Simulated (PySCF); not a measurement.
**PBE0 on Bi⁺ (bismuth, charge +1)**

Configuration: [Xe] 4f14 5d10 6s1 6p3, high-spin 5S determinant (an excited configuration). Calculation: PySCF 2.14, in ANO-RCC-VTZP; scalar relativity by spin-free X2C-1e.

```json
{"Total energy": "-21533.71 hartree", "One-electron energy": "-29405.10 hartree", "Hartree (Coulomb) energy": "8275.03 hartree", "Exchange-correlation energy": "-403.64 hartree", "⟨S²⟩": "6.0029", "⟨L²⟩": "0.000", "Sum of ⟨r⟩": "46.90 bohr", "Sum of ⟨r²⟩": "62.43 bohr²", "Langevin diamagnetic susceptibility": "-49.4 ×10⁻⁶ cm³/mol"}
```

```
shell  electrons  mean orbital energy (eV)  rms radius, mean of both spins (bohr)
 1s α          1                  -90467.4                                 0.0178
 1s β          1                  -90467.2                                 0.0178
 2s α          1                  -16302.9                                 0.0718
 2s β          1                  -16302.9                                 0.0718
 2p α          3                  -14026.1                                 0.0663
 2p β          3                  -14026.1                                 0.0663
 3s α          1                   -3963.1                                  0.183
 3s β          1                   -3963.0                                  0.183
 3p α          3                   -3306.2                                  0.186
 3p β          3                   -3306.1                                  0.186
 3d α          5                   -2610.8                                  0.170
 3d β          5                   -2610.8                                  0.170
 4s α          1                   -927.51                                  0.401
 4s β          1                   -927.36                                  0.401
 4p α          3                   -709.93                                  0.428
 4p β          3                   -709.80                                  0.428
 4d α          5                   -450.89                                  0.454
 4d β          5                   -450.79                                  0.454
 5s α          1                   -173.44                                  0.884
 5s β          1                   -173.03                                  0.884
 4f α          7                   -169.46                                  0.481
 4f β          7                   -169.36                                  0.481
 5p α          3                   -111.36                                   1.01
 5p β          3                   -110.99                                   1.01
 5d α          5                   -39.448                                   1.32
 5d β          5                   -38.651                                   1.32
 6s α          1                   -26.079                                   2.26
 6p α          3                   -14.429                                   2.89
```

Spin-orbit coupling, which splits the p, d and f shells strongly at this Z, is absent. Spin-orbit coupling is strong in this species (close to jj coupling), so the high-spin LS determinant is a model state, not a physical level.

Densities and radii are taken from the X2C orbitals without a picture-change correction, which distorts them close to the nucleus.
